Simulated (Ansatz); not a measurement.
Coupled-cluster diagnostics for (H2Al-mu-Cl)2 (Al2H4Cl2), Ansatz.

Geometry of the singlet (r2SCAN-D4/def2-SVP):

```xyz
8

Al   -1.3152    0.8004   -0.5876
H    -2.2325    1.5151    0.4752
H    -1.5066    0.7599   -2.1509
Cl   -0.8966   -1.3632    0.1499
Al    1.3152   -0.8005    0.5873
H     2.2259   -1.5116   -0.4836
H     1.5158   -0.7662    2.1496
Cl    0.8939    1.3660   -0.1399
```

Correlated methods freeze 20 core orbitals.

Estimate the CCSD(T) correlation energy, the shares of MP2 and (T), T1 and the reference's ⟨S²⟩ for: charge 0, singlet, own geometry in def2-TZVPP; and the rough time on 4 threads of Intel Xeon Platinum 8259CL on a shared host.


```tsv
state	basis	correlation (eV)	MP2 share (%)	(T) share (%)	T1	⟨S²⟩ (pure)	wall time
charge 0, singlet, own geometry	def2-TZVPP	-17.455	87.0	3.6	0.008	0.00 (0.00)	45 s
```
Customary marks for T1 are 0.02 (closed shells), 0.045 (open shells) and about 0.05 (3d metals). T1 stays under 0.02 throughout.
